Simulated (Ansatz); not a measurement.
The same path of a periodic cell of 63 atoms, Si62P (host Si, host structure diamond, dopant P, one Si atom removed), cell charge +2 was run twice with different band settings. Lost on the way: Si4–P27, P27–Si28, P27–Si50. Made: Si9–P27, P27–Si57, P27–Si58.

Method: DFT PBE, scalar-relativistic, plane waves, PAW in Ansatz 0.2.0. Settings: PAW set soft_1, cutoff 420 eV, k mesh 1x1x1, gaussian smearing 0.02 eV, spin collinear.

Relaxed end points:

```xyz
63
Lattice="10.8600 0.0000 0.0000 0.0000 10.8600 0.0000 0.0000 0.0000 10.8600" Properties=species:S:1:pos:R:3
Si 5.425 0.010 0.013
Si 6.803 1.380 1.344
Si 8.170 2.758 -0.003
Si 9.518 4.154 1.344
Si 8.137 0.023 2.726
Si 9.517 1.382 4.058
Si -0.001 0.004 0.001
Si 1.346 1.400 1.310
Si 2.715 2.715 -0.078
Si 4.031 4.087 1.309
Si 5.429 5.433 0.001
Si 6.767 6.800 1.368
Si 8.128 8.165 0.036
Si 9.492 9.526 1.368
Si 2.720 0.015 2.691
Si 4.084 1.351 4.049
Si 5.419 2.715 2.692
Si 6.786 4.076 4.076
Si 8.131 5.468 2.732
Si 9.492 6.802 4.094
Si 5.434 0.000 5.427
Si 6.813 1.350 6.777
Si 8.171 2.717 5.444
Si 9.554 4.088 6.831
Si 8.172 0.017 8.142
Si 9.554 1.404 9.514
P 0.013 5.422 -0.014
Si 1.279 6.777 1.345
Si 2.675 8.124 -0.001
Si 4.055 9.491 1.342
Si 0.004 2.759 2.690
Si 1.361 4.074 4.073
Si 2.676 5.430 2.691
Si 4.054 6.778 4.058
Si 5.411 8.158 2.724
Si 6.788 9.506 4.073
Si -0.013 0.011 5.436
Si 1.398 1.355 6.783
Si 2.726 2.707 5.405
Si 4.079 4.036 6.780
Si 5.425 5.447 5.436
Si 6.803 6.776 6.807
Si 8.136 8.158 5.451
Si 9.518 9.492 6.806
Si 2.727 -0.024 8.134
Si 4.079 1.355 9.461
Si 5.457 2.708 8.133
Si 6.789 4.073 9.501
Si 8.171 5.430 8.186
Si 9.516 6.779 9.581
Si -0.035 8.165 2.732
Si 1.358 9.511 4.076
Si -0.001 5.434 5.431
Si 1.346 6.743 6.827
Si 2.718 8.126 5.441
Si 4.084 9.482 6.776
Si 0.088 2.723 8.151
Si 2.718 5.357 8.141
Si 4.031 6.743 9.516
Si 5.419 8.124 8.142
Si 6.785 9.510 9.501
Si 0.004 8.124 8.184
Si 1.360 9.505 9.501
```

```xyz
63
Lattice="10.8600 0.0000 0.0000 0.0000 10.8600 0.0000 0.0000 0.0000 10.8600" Properties=species:S:1:pos:R:3
Si 5.433 -0.003 0.001
Si 6.800 1.381 1.360
Si 8.186 2.762 -0.013
Si 9.498 4.144 1.362
Si 8.135 0.023 2.725
Si 9.500 1.381 4.060
Si -0.001 -0.001 0.001
Si 1.355 1.382 1.316
Si 2.700 2.730 -0.081
Si 4.048 4.075 1.316
Si 5.431 5.431 0.001
Si 6.762 6.797 1.367
Si 8.139 8.151 0.040
Si 9.493 9.528 1.367
Si 2.701 0.014 2.695
Si 4.083 1.347 4.052
Si 5.416 2.729 2.695
Si 6.793 4.060 4.067
Si 8.139 5.470 2.721
Si 9.493 6.797 4.098
Si 5.431 -0.001 5.429
Si 6.808 1.347 6.777
Si 8.165 2.729 5.444
Si 9.544 4.075 6.812
Si 8.165 0.014 8.159
Si 9.544 1.382 9.505
P 1.343 4.087 -1.343
Si 1.286 6.792 1.362
Si 2.668 8.104 -0.013
Si 4.049 9.490 1.360
Si 0.013 2.762 2.674
Si 1.360 4.070 4.071
Si 2.668 5.417 2.674
Si 4.049 6.790 4.060
Si 5.407 8.155 2.725
Si 6.785 9.505 4.075
Si -0.001 -0.003 5.427
Si 1.393 1.341 6.771
Si 2.726 2.704 5.409
Si 4.089 4.037 6.771
Si 5.433 5.431 5.427
Si 6.800 6.790 6.811
Si 8.135 8.155 5.453
Si 9.500 9.490 6.811
Si 2.726 -0.021 8.134
Si 4.089 1.341 9.467
Si 5.451 2.704 8.134
Si 6.789 4.070 9.500
Si 8.186 5.417 8.192
Si 9.498 6.792 9.574
Si -0.040 8.151 2.721
Si 1.370 9.497 4.067
Si -0.001 5.431 5.429
Si 1.355 6.746 6.812
Si 2.701 8.125 5.444
Si 4.083 9.482 6.777
Si 0.081 2.730 8.160
Si 2.700 5.349 8.160
Si 4.048 6.746 9.505
Si 5.416 8.125 8.159
Si 6.793 9.497 9.490
Si 0.013 8.104 8.192
Si 1.360 9.501 9.500
```

Common settings: force threshold 0.05 eV/Å; end points relaxed.

| run | movable images | climbing image | spring | optimiser | start path | iteration limit |
| --- | --- | --- | --- | --- | --- | --- |
| 1 | 5 | yes | 2.0 eV/Å² | fire | straight line | 22 |
| 2 | 4 | from the first iteration | 5.0 eV/Å² | quadratic models (default) | default | 25 |

What does each run give, and how far can it be trusted?

Run 1: converged after 17 iterations, highest image 1.299 eV above the first end. The order of the stationary point at the top wasn't checked.
Run 2: converged after 5 iterations, highest image 1.289 eV above the first end. The order of the stationary point at the top wasn't checked.
Limits of this set-up: coarse k mesh, charged cell in a uniform background, uncorrected.
